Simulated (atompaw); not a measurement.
**Sn PAW (atompaw): all-electron and pseudo phase curves**

Sn, PAW, made with atompaw 4.2.0.5 (LDA (PW92), scalar-relativistic). Core [Kr] 4d10, reference 5s1.5 5p2.5. Waves: 5s (bound): rc 2.25 bohr; 5s channel at 2.85 Ry: rc 2.35 bohr; 5p (bound): rc 1.80 bohr; 5p channel at 0.5 Ry: rc 2.35 bohr; 5d channel at 0.4 Ry: rc 2.35 bohr; 5d channel at 2.05 Ry: rc 2.35 bohr. Local part: bessel scheme, radius 1.60 bohr. Core correction: smooth core density matched at 1.35 bohr. Augmentation charge: besselshape compensation charge, radius 2.00 bohr; PAW radius 2.35 bohr; waves and projectors: custom rrkj gramschmidtortho.

The phase is arctan(r·u′/u) with u = r·R(r), unwrapped; energies in Ry, scanned from -3 to 5 Ry. A pole is an energy at which the radial function vanishes at the test radius. The pseudo phase is shifted by a multiple of π to meet the all-electron one at the reference energy, and phase errors are pseudo minus all-electron; the curves can meet again beyond the range given. Levels narrower than the energy grid can be missing from the lists of poles.

Q: For each channel, where are the poles, and over which energies does the pseudopotential scatter like the atom?

A:

```json
{"channel": "s", "radius (bohr)": "2.36", "reference energy (Ry)": "-0.83", "poles, all-electron": "1.30", "poles, pseudo": "1.30", "unbroken range about the reference energy with phases within 0.05 rad": "the whole range", "phase error 1 Ry above the reference energy (rad)": "-0.000"}
{"channel": "p", "radius (bohr)": "2.36", "reference energy (Ry)": "-0.31", "poles, all-electron": "2.77", "poles, pseudo": "2.66, 4.35", "unbroken range about the reference energy with phases within 0.05 rad": "below 3.2", "phase error 1 Ry above the reference energy (rad)": "+0.001"}
{"channel": "d", "radius (bohr)": "2.36", "reference energy (Ry)": "0.40", "poles, all-electron": "-1.82", "poles, pseudo": "-0.78", "unbroken range about the reference energy with phases within 0.05 rad": "above -0.6", "phase error 1 Ry above the reference energy (rad)": "+0.002"}
```

Note: ghost state, extra bound levels that the all-electron valence spectrum of the same l lacks: d at -11.3 eV. A true bound ghost makes a file unfit for plane-wave use.

Phases in the d channel:

```json
{"E (Ry)": "-3.00", "all-electron": "1.285", "pseudo": "1.349"}
{"E (Ry)": "-2.52", "all-electron": "1.198", "pseudo": "1.331"}
{"E (Ry)": "-2.04", "all-electron": "-0.588", "pseudo": "1.308"}
{"E (Ry)": "-1.56", "all-electron": "-1.715", "pseudo": "1.274"}
{"E (Ry)": "-1.08", "all-electron": "-1.808", "pseudo": "1.182"}
{"E (Ry)": "-0.60", "all-electron": "-1.871", "pseudo": "-1.824"}
{"E (Ry)": "-0.12", "all-electron": "-1.942", "pseudo": "-1.938"}
{"E (Ry)": "0.36", "all-electron": "-2.044", "pseudo": "-2.044"}
{"E (Ry)": "0.84", "all-electron": "-2.219", "pseudo": "-2.218"}
{"E (Ry)": "1.32", "all-electron": "-2.583", "pseudo": "-2.581"}
{"E (Ry)": "1.80", "all-electron": "-3.311", "pseudo": "-3.310"}
{"E (Ry)": "2.28", "all-electron": "-3.986", "pseudo": "-3.985"}
{"E (Ry)": "2.76", "all-electron": "-4.306", "pseudo": "-4.303"}
{"E (Ry)": "3.24", "all-electron": "-4.464", "pseudo": "-4.457"}
{"E (Ry)": "3.72", "all-electron": "-4.556", "pseudo": "-4.546"}
{"E (Ry)": "4.20", "all-electron": "-4.617", "pseudo": "-4.603"}
{"E (Ry)": "4.68", "all-electron": "-4.662", "pseudo": "-4.644"}
```
